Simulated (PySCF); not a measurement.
**Identify the compound**

The spectra below were simulated for a compound C8H13N.

1H NMR (400 MHz, computed): δ 5.42 (m, 1H), 5.38 (m, 1H), 2.98 (s, 2H), 1.22 (s, 9H).

13C{1H} NMR (computed): δ 159.3 (C), 123.9 (C), 120.8 (CH2), 39.0 (C), 30.8 (CH3, 3C), 22.6 (CH2).

Level of theory: shielding tensors at PBE0/pcSseg-1 (GIAO), coordinates at the GFN2-xTB level, in PySCF (isolated molecule, no relativistic terms, one computed conformer, averaged over atoms made equivalent by symmetry, fast rotation or ring inversion).

Shifts are taken against calculated references (same method and geometry level): 1H (31.72 ppm) and 13C (186.93 ppm) vs TMS.

**Question.** Propose a structure and justify it.

**Answer.** 
The formula gives 3 degrees of unsaturation (no ring in the answer). 6 carbon signals for 8 carbons: some carbons are equivalent by symmetry or fast rotation. Carbon types of the structure: 3 × C, 2 × CH2, 3 × CH3, which accounts for all hydrogens. δC 159.3: fully substituted alkene carbon; an sp2 carbon of a C=C bond. δC 123.9: nitrile carbon; this is the usual window of a C≡N carbon, which has no attached hydrogen. δC 120.8: terminal =CH2 carbon; as expected for a trigonal carbon in a double bond. δC 39.0: allylic quaternary sp3 carbon; aliphatic region, no heteroatom directly attached. δC 22.6: allylic sp3 CH2; saturated and bonded to C and H only. δH 5.42, 5.38: hydrogen on a terminal =CH2 carbon; a vinylic proton, deshielded by the sp2 carbon and the C=C anisotropy. δH 2.98: hydrogen on an allylic sp3 CH2; allylic position.

The compound is SMILES C=C(CC#N)C(C)(C)C.

This is the structure that produced the data.

Shifts are as computed. Against solution values, carbons near 30 ppm lie about +3 ppm off and those near 130 ppm about +5 ppm. Of 1211 compounds with measured shifts, 218 miss one by over three times the rms of a fit or turn the order of signals round; such compounds aren't used in these exercises. Multiplicities follow the n + 1 count of equivalent neighbours, as no J values were calculated; m marks all less simple cases, F and P coupling included.
